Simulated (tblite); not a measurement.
C2H11FNSi3 (doublet state).
Numbering: `[CH2:1][SiH2:2][SiH2:3][C@@H:4]([F:5])[SiH2:6][NH2:7]` (hydrogens: H8, H9 on C1; H10, H11 on Si2; H12, H13 on Si3; H14 on C4; H15, H16 on Si6; H17, H18 on N7)

Computed with GFN2-xTB (tblite), gas phase: L-BFGS steps from a force-field or distance-geometry start until the largest atomic force falls under 0.01 eV/Å.

Step 95: E = -615.9641 eV
```
atom  x, y, z in Å  |  force x, y, z in eV/Å
C1     -2.6030    1.6267   -0.5957   -0.011   0.003   0.001
Si2    -2.3896   -0.0419    0.0957    0.020   0.014  -0.006
Si3    -0.6830   -1.2135   -1.0044   -0.004  -0.012   0.001
C4      0.8679   -1.1514    0.1234    0.005  -0.006   0.007
F5      1.7661   -2.1337   -0.3277    0.007   0.002   0.012
Si6     1.8071    0.5208    0.2210    0.004  -0.010  -0.008
N7      2.7993    0.5094   -1.1774   -0.009  -0.024  -0.025
H8     -3.1709    1.8121   -1.4915    0.004  -0.001   0.015
H9     -2.0272    2.4705   -0.2555   -0.006  -0.014  -0.010
H10    -3.6251   -0.8297   -0.0279    0.001   0.014  -0.023
H11    -2.0502    0.0261    1.5265   -0.003   0.017   0.015
H12    -1.0201   -2.6324   -1.2016    0.027  -0.003  -0.006
H13    -0.2957   -0.6909   -2.3183   -0.011  -0.002  -0.011
H14     0.5956   -1.4784    1.1326    0.002   0.008   0.011
H15     0.8694    1.6344    0.0734    0.010  -0.022   0.032
H16     2.5078    0.5943    1.5141   -0.016   0.002  -0.006
H17     3.2980   -0.3358   -1.4112   -0.040   0.035  -0.004
H18     3.3448    1.3198   -1.4167    0.020   0.001   0.005
```

Step 96: E = -615.9643 eV
```
atom  x, y, z in Å  |  force x, y, z in eV/Å
C1     -2.6024    1.6264   -0.5964   -0.023   0.004  -0.008
Si2    -2.3887   -0.0422    0.0956    0.019   0.027  -0.020
Si3    -0.6833   -1.2146   -1.0053    0.001  -0.008   0.018
C4      0.8677   -1.1510    0.1231    0.004  -0.007   0.006
F5      1.7659   -2.1332   -0.3281    0.007   0.002   0.015
Si6     1.8069    0.5211    0.2210    0.021  -0.011  -0.001
N7      2.8000    0.5099   -1.1769   -0.014  -0.002  -0.020
H8     -3.1730    1.8137   -1.4908    0.016  -0.010   0.031
H9     -2.0281    2.4708   -0.2551   -0.003  -0.014  -0.010
H10    -3.6247   -0.8282   -0.0285   -0.006   0.007  -0.023
H11    -2.0497    0.0262    1.5261   -0.001   0.017   0.020
H12    -1.0175   -2.6339   -1.2014    0.022  -0.010  -0.006
H13    -0.2974   -0.6933   -2.3196   -0.007   0.002  -0.018
H14     0.5960   -1.4771    1.1330    0.001   0.005   0.002
H15     0.8689    1.6341    0.0756    0.005  -0.015   0.029
H16     2.5083    0.5950    1.5147   -0.022  -0.001  -0.018
H17     3.2947   -0.3370   -1.4123   -0.031   0.034  -0.008
H18     3.3477    1.3197   -1.4158    0.010  -0.022   0.011
```

Step 97: E = -615.9650 eV
```
atom  x, y, z in Å  |  force x, y, z in eV/Å
C1     -2.6026    1.6270   -0.5985   -0.035   0.001  -0.016
Si2    -2.3865   -0.0417    0.0938    0.013   0.039  -0.038
Si3    -0.6831   -1.2172   -1.0061    0.012   0.003   0.042
C4      0.8675   -1.1504    0.1239    0.001  -0.007   0.001
F5      1.7653   -2.1329   -0.3277    0.009  -0.002   0.022
Si6     1.8075    0.5207    0.2216    0.047  -0.013   0.010
N7      2.7979    0.5120   -1.1789   -0.036  -0.003   0.000
H8     -3.1764    1.8173   -1.4910    0.029  -0.023   0.048
H9     -2.0324    2.4724   -0.2537    0.006  -0.006  -0.009
H10    -3.6234   -0.8250   -0.0318   -0.015  -0.003  -0.021
H11    -2.0488    0.0267    1.5242    0.001   0.019   0.025
H12    -1.0125   -2.6373   -1.1997    0.016  -0.020  -0.006
H13    -0.2978   -0.6982   -2.3207   -0.003   0.007  -0.027
H14     0.5971   -1.4742    1.1351   -0.002  -0.003  -0.009
H15     0.8678    1.6317    0.0841   -0.006   0.003   0.023
H16     2.5137    0.5934    1.5140   -0.031  -0.004  -0.034
H17     3.2871   -0.3372   -1.4164   -0.020   0.029  -0.017
H18     3.3507    1.3193   -1.4133    0.014  -0.019   0.008
```

Problem. Estimate the geometry and energy of step 98. (The exact step hangs on the optimiser's Hessian estimate; all steps are aligned on step 97, rigid shifts and turns removed.)

Solution. E = -615.9661 eV, largest force 0.074 eV/Å
```
atom  x, y, z in Å  |  force x, y, z in eV/Å
C1     -2.6042    1.6290   -0.6044   -0.038  -0.001  -0.016
Si2    -2.3827   -0.0393    0.0878    0.000   0.042  -0.047
Si3    -0.6802   -1.2202   -1.0063    0.028   0.019   0.061
C4      0.8668   -1.1500    0.1299   -0.001  -0.011  -0.005
F5      1.7636   -2.1349   -0.3183    0.013  -0.012   0.031
Si6     1.8122    0.5167    0.2271    0.070  -0.007   0.022
N7      2.7854    0.5156   -1.1861   -0.049   0.043   0.017
H8     -3.1754    1.8218   -1.4983    0.033  -0.036   0.055
H9     -2.0430    2.4764   -0.2511    0.018   0.010  -0.006
H10    -3.6195   -0.8212   -0.0414   -0.023  -0.013  -0.019
H11    -2.0482    0.0288    1.5190    0.001   0.022   0.023
H12    -1.0051   -2.6411   -1.1969    0.010  -0.027  -0.006
H13    -0.2901   -0.7051   -2.3208   -0.001   0.010  -0.032
H14     0.5949   -1.4682    1.1427   -0.006  -0.017  -0.023
H15     0.8704    1.6271    0.1142   -0.016   0.025   0.014
H16     2.5362    0.5796    1.5114   -0.039  -0.008  -0.050
H17     3.2725   -0.3327   -1.4277    0.002   0.001  -0.034
H18     3.3376    1.3238   -1.4218   -0.001  -0.041   0.015
```

The energy changes by -0.0011 eV. The first-order estimate −F·Δx gives -0.0014 eV and the mean of the old and new forces, exact on a quadratic surface, -0.0011 eV. The step makes an angle of 81° with the force vector and moves no atom by more than 0.031 Å.

What follows is the cost of the whole relaxation. The run took 1.6 s wall on Arm Neoverse V2, one thread, shared host with 96 logical CPUs at a one-minute load of 35.
